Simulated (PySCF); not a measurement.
Ge(H)3(Et) (C₂H₈Ge), SMILES [CH2]([GeH3])C. Geometry optimised at PBE-D3(BJ)/def2-SVP.

Q: Give the equilibrium geometry at PBE-D3(BJ)/def2-SVP (PySCF confirms it by a frequency run) as bond lengths and angles, and its point group. (The exact figures need the calculation; the answer reports its results.)

A: point group Cs.
Atoms: Ge1 C2 C3 H4 H5 H6 H7 H8 H9 H10 H11. Bonded distances (Å): Ge1–C2 1.977, Ge1–H4 1.553, Ge1–H5 1.554, Ge1–H6 1.554, C2–C3 1.531, C2–H7 1.110, C2–H8 1.110, C3–H9 1.110, C3–H10 1.110, C3–H11 1.110. Bond angles (°): C2–Ge1–H4 110.9, C2–Ge1–H5 110.0, C2–Ge1–H6 110.0, H4–Ge1–H5 108.8, H4–Ge1–H6 108.8, H5–Ge1–H6 108.3, Ge1–C2–C3 113.5, Ge1–C2–H7 107.3, Ge1–C2–H8 107.3, C3–C2–H7 111.1, C3–C2–H8 111.1, H7–C2–H8 106.3, C2–C3–H9 111.7, C2–C3–H10 111.7, C2–C3–H11 111.6, H9–C3–H10 107.1, H9–C3–H11 107.2, H10–C3–H11 107.2.
